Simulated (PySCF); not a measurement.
Level of theory: B3LYP-D3(BJ)/def2-TZVP // PBE-D3(BJ)/def2-SVP run with PySCF 2.14.0. Isolated molecules, 0 K electronic values unless said otherwise. One relaxed conformer stands for a flexible species; it need not be the lowest. B3LYP has the VWN-RPA correlation part, as in Gaussian. 

Reference species: [Cd(NH2)(Cl)] (neutral, multiplicity 1).

```yaml
mean_distance_from_the_central_atom_to_its_bonded_neighbours: 2.164 Å
coordination_number: 2
charge on the central atom (Mulliken): 0.76 e
```

Changed species: [Cd(NH2)(CH3)] (Y = CH3; the reference has Y = Cl).

Task: Give the shifts of the mean distance from the central atom to its bonded neighbours, coordination number and charge on the central atom (Mulliken).

Result: the mean distance from the central atom to its bonded neighbours falls by 0.094 Å, to 2.070 Å; the coordination number stays essentially unchanged; the charge on the central atom (Mulliken) drops by 0.07 e, to 0.69 e.
